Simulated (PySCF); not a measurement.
# Rh³⁺: interval between two levels

Rh³⁺ [Kr] 4d6 [5D4, M_J = 4] → Rh³⁺ [Kr] 4d5 5s1 [7S3, M_J = 3], as a difference of total energies. All numbers are calculated (PySCF 2.14, the two-component X2C-1e Hamiltonian, in x2c-TZVPall-2c). Correlated levels: [Ar] 3d10 frozen; the 6 highest virtual spinors dropped. "Screened" scales the spin-orbit matrix elements by Boettger's factors to mimic the two-electron term; Breit and QED terms are absent.

```
                    method  interval between two levels (cm⁻¹)
           GHF (spin-free)                               62423
          GMP2 (spin-free)                               63392
 GHF (screened spin-orbit)                               63822
GMP2 (screened spin-orbit)                               64881
```

The labels give the starting determinants; with spin-orbit coupling the two ends relaxed to ⟨J²⟩ = 20.01, ⟨L²⟩ = 6.10, ⟨S²⟩ = 5.96 and ⟨J²⟩ = 12.00, ⟨L²⟩ = 0.03, ⟨S²⟩ = 11.96.
